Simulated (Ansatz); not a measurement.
Isolated molecules relaxed with PBE0-D4/def2-TZVP in Ansatz; ΔE leaves out vibrations. CCSD(T)/CBS adds triple-zeta CCSD(T) − MP2 to the extrapolated MP2 energy (def2 sets, frozen cores). This one scheme is used for every species, atoms too. Open shells (•) are unrestricted, without spin–orbit coupling. Spin–orbit coupling would lower the free atoms: a little for C, F, S, Si.

Consider the atomization: `FC1C[SiH2]S1` → 2 C• + F• + 5 H• + S• + Si•.

```
       species  SCS-MP2/def2-TZVPP energy (Eh)
`FC1C[SiH2]S1`                      -865.52134
            C•                       -37.76105
            F•                       -99.60765
            H•                        -0.49981
            S•                      -397.61834
           Si•                      -288.90966
```

Task: Work out ΔE.

Result: ΔE = 5 × (-0.49981) + 2 × (-37.76105) + (-99.60765) + (-397.61834) + (-288.90966) − (-865.52134) = 1.36454 Eh = +3582.6 kJ/mol. CCSD(T)/CBS gives +3645.9 kJ/mol.

Largest T1 diagnostic among the species: 0.012.

In def2-TZVPP, CCSD(T) changes the Hartree–Fock value by +911.5 kJ/mol (the triples alone add +62.2 kJ/mol) and MP2 by +982.1 kJ/mol; breaking electron pairs costs correlation energy, which Hartree–Fock lacks. The D4 term adds +39.8 kJ/mol with B3LYP and +20.5 kJ/mol with PBE0; it sums over pairs of atoms, weighted by their polarisabilities, and B3LYP, whose exchange is more repulsive, gets the larger term. From PBE to PBE0 (25 % exact exchange), in def2-TZVPP and without D4, ΔE moves by −60.3 kJ/mol: exact exchange takes away binding that semilocal exchange gives to molecules.

B3LYP here is the variant with VWN-RPA as its local correlation; programs differ in this.

For atomizations the MP2-based limit and the directly extrapolated one differ by several kJ/mol either way, and by 10 to 25 for some Ge, Se and Sn compounds, so smaller differences from it don't rank the levels.
